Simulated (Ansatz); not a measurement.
SiH₃Br⁺, that is SiBrH3 with one electron fewer, relaxed as a doublet with UKS PBE-D4/def2-TZVP in Ansatz, starting from the PBE-D4/def2-TZVP geometry of the neutral singlet. Force threshold 0.02 eV/Å.

Start:

```xyz
5

Si   -0.111    0.002   -0.123
Br    1.386   -0.023    1.537
H    -1.382    0.579    0.400
H    -0.323   -1.400   -0.585
H     0.430    0.842   -1.230
```

```
        step  energy (eV)  largest force component (eV/Å)  SCF passes
           1  -77948.6949                           1.162          64
           2  -77948.8143                           0.400          55
           3  -77948.8450                           0.189          37
           4  -77948.8511                           0.111          35
           5  -77948.8519                           0.044          34
6 (rejected)  -77948.8514                           0.146          33
           7  -77948.8521                           0.002          34
```

Force components are those of the run's own axes.

End:

```xyz
5

Si   -0.0714   -0.0565   -0.2797
Br    1.2001    0.0551    1.5921
H    -1.1921    0.5689    0.5864
H    -0.3678   -1.4738   -0.6071
H     0.4312    0.9063   -1.2917
```

By distances, no bond broke or formed. The bond that changes most is Si1–H3, from 1.49 to 1.55 Å (atoms count from 1).

No frequencies were taken in this run, so the end may be a saddle point.

It took 8.5 s on 4 threads of Arm Neoverse V2 on a shared host.
